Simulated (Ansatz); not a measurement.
`C[CH2][Al]([NH2])[F]` + `NC1(F)O[SiH2]1` → `C[CH2][Al]([F])[F]` + `NC1(N)O[SiH2]1`  (redistribution)

Gas-phase electronic energies from Ansatz, PBE0-D4/def2-TZVP geometries. CCSD(T)/CBS adds triple-zeta CCSD(T) − MP2 to the extrapolated MP2 energy (def2 sets, frozen cores). DFT in def2-TZVPP. B3LYP here is the variant with VWN-RPA as its local correlation; programs differ in this. One conformer a species, not always the lowest.

`C[CH2][Al]([NH2])[F]`:

Cartesian coordinates in Å:
```
C 0.601 -0.623 1.369
C 0.114 -1.160 0.022
Al -0.505 0.197 -1.229
N -0.514 1.919 -0.855
F -1.060 -0.236 -2.728
H 0.936 -1.426 2.033
H -0.188 -0.079 1.897
H 1.440 0.067 1.250
H -0.699 -1.881 0.171
H 0.908 -1.737 -0.467
H -0.827 2.644 -1.479
H -0.205 2.315 0.017
```

`NC1(F)O[SiH2]1`:

Cartesian coordinates in Å:
```
N 0.363 -1.330 0.582
C -0.121 -0.340 -0.276
F -0.901 -0.839 -1.302
O 0.892 0.490 -0.810
Si -0.168 1.444 0.080
H 0.981 -1.967 0.088
H -0.391 -1.849 1.010
H -1.017 2.365 -0.702
H 0.362 2.028 1.330
```

`C[CH2][Al]([F])[F]`:

Cartesian coordinates in Å:
```
C -0.832 -0.513 -0.906
C 0.525 -0.037 -0.388
Al 0.550 0.648 1.424
F -0.812 0.752 2.340
F 1.944 1.162 2.132
H -0.762 -0.880 -1.933
H -1.574 0.289 -0.895
H -1.237 -1.324 -0.297
H 1.265 -0.845 -0.440
H 0.933 0.748 -1.037
```

`NC1(N)O[SiH2]1`:

```xyz
11

N    -0.505   -0.818    1.162
C     0.058   -0.184    0.032
N     0.910   -1.021   -0.747
O    -0.882    0.496   -0.885
Si    0.143    1.626   -0.208
H    -1.024   -0.181    1.750
H    -1.114   -1.582    0.881
H     0.368   -1.518   -1.445
H     1.399   -1.678   -0.154
H    -0.502    2.603    0.705
H     1.149    2.256   -1.091
```

Task: Is it downhill or uphill in electronic energy at CCSD(T)/CBS, and by how much? (Estimate.)

Result: Ansatz gave: Downhill: ΔE = -96.4 kJ/mol.

Task: What do these levels give: PBE-D4, ωB97X-V, ωB97M-V, B3LYP, SCS-MP2/def2-TZVPP, CCSD/def2-TZVPP? (An estimate is asked.)

Result: The calculation gave: PBE-D4 -86.0, ωB97X-V -85.0, ωB97M-V -85.6, B3LYP -85.8, SCS-MP2/def2-TZVPP -97.3, CCSD/def2-TZVPP -92.4 kJ/mol.

Largest T1 diagnostic among the species: 0.014.

In def2-TZVPP, CCSD(T) changes the Hartree–Fock value by −8.5 kJ/mol (the triples alone add −0.8 kJ/mol) and MP2 by −16.1 kJ/mol.
